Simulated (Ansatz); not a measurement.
`N[CH]([SiH3])[InH2]` → `N[CH2][InH2]` + `[SiH2]` at 700 K and 1 bar (silylene formation by 1,1-elimination).

Isolated molecules relaxed with PBE0-D4/def2-TZVP in Ansatz; ΔE leaves out vibrations. CBS: MP2 limit from def2 TZ/QZ plus the TZ coupled-cluster correction, frozen cores. This one scheme is used for every species. def2 core potentials past Kr. For In outer-core shells are correlated without core-valence functions, which leaves a few kJ/mol of doubt a bond. One conformer a species, not always the lowest.

```json
{"species": "`N[CH]([SiH3])[InH2]`", "CCSD(T)/CBS energy (Eh)": "-576.40554", "H − E (kJ/mol)": "300.9", "S (J/(mol·K))": "521.1"}
{"species": "`N[CH2][InH2]`", "CCSD(T)/CBS energy (Eh)": "-286.12674", "H − E (kJ/mol)": "235.5", "S (J/(mol·K))": "420.6"}
{"species": "`[SiH2]`", "CCSD(T)/CBS energy (Eh)": "-290.19011", "H − E (kJ/mol)": "56.3", "S (J/(mol·K))": "240.4"}
```

H − E and S are ideal-gas, rigid-rotor, harmonic terms from PBE0-D4/def2-TZVP, for one conformer and one mirror image of each species. 1 Eh = 2625.50 kJ/mol, R = 8.31446 J/(mol·K).

Question: By hand: ΔE, ΔH, ΔS and ΔG.

Answer: ΔE = (-286.12674) + (-290.19011) − (-576.40554) = 0.08869 Eh = 232.9 kJ/mol. Δ(H − E) = 235.5 + 56.3 − 300.9 = -9.1, so ΔH = 223.8 kJ/mol. ΔS = 420.6 + 240.4 − 521.1 = 139.9 J/(mol·K). ΔG = 223.8 − 700 × (139.9)/1000 = 125.9 kJ/mol.

Question: By hand: the equilibrium constant, and the temperature at which ΔG would vanish if ΔH and ΔS stayed fixed.

Answer: log₁₀ K = −ΔG/(RT ln 10) = -9.4. ΔG = 0 at ΔH/ΔS = 1600 K.

The number of gas molecules changes by +1, which sets the sign of ΔS. A doubt of 5 kJ/mol in ΔE shifts log₁₀ K by 0.4 here. Other conformers and mirror images would add mixing entropy, several J/(mol·K) or more a flexible species. These are equilibria of isolated gas molecules and say nothing of rates. Largest T1 diagnostic: 0.014 (customary marks: 0.02 for closed shells, 0.045 for open ones).
